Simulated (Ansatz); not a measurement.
`NB[SiH2]Cl` + H–F → `NBF` + `[SiH3]Cl` at 600 K and 1 bar (cleavage of the B–Si bond).

Calculated with Ansatz (gas phase, PBE0-D4/def2-TZVP geometries, no zero-point term in ΔE). CBS: MP2 limit from def2 TZ/QZ plus the TZ coupled-cluster correction, frozen cores. This one scheme is used for every species. Each species was taken in one conformer, which may not be the lowest.

| species | CCSD(T)/CBS energy (Eh) | H − E (kJ/mol) | S (J/(mol·K)) |
| --- | --- | --- | --- |
| `NB[SiH2]Cl` | -831.44314 | 209.9 | 411.8 |
| H–F | -100.39570 | 42.3 | 194.0 |
| `NBF` | -181.19761 | 145.2 | 305.2 |
| `[SiH3]Cl` | -750.69636 | 99.4 | 294.6 |

H − E and S are ideal-gas, rigid-rotor, harmonic terms from PBE0-D4/def2-TZVP, for one conformer and one mirror image of each species. 1 Eh = 2625.50 kJ/mol, R = 8.31446 J/(mol·K).

Task: By hand: ΔE, ΔH, ΔS and ΔG.

Result: ΔE = (-181.19761) + (-750.69636) − (-831.44314) − (-100.39570) = -0.05513 Eh = -144.7 kJ/mol. Δ(H − E) = 145.2 + 99.4 − 209.9 − 42.3 = -7.6, so ΔH = -152.3 kJ/mol. ΔS = 305.2 + 294.6 − 411.8 − 194.0 = -6.0 J/(mol·K). ΔG = -152.3 − 600 × (-6.0)/1000 = -148.7 kJ/mol.

Task: By hand: the equilibrium constant, and the temperature at which ΔG would vanish if ΔH and ΔS stayed fixed.

Result: log₁₀ K = −ΔG/(RT ln 10) = 12.9. ΔG = 0 at ΔH/ΔS = 25383 K, far beyond where these terms or the molecules hold.

The number of gas molecules stays the same, so ΔS is small and ΔH decides. A doubt of 5 kJ/mol in ΔE shifts log₁₀ K by 0.4 here. Other conformers and mirror images would add mixing entropy, several J/(mol·K) or more a flexible species. Modes under 60 cm⁻¹, often nearly free rotors, make the harmonic entropy too high. These are equilibria of isolated gas molecules and say nothing of rates. Largest T1 diagnostic: 0.012 (customary marks: 0.02 for closed shells, 0.045 for open ones).
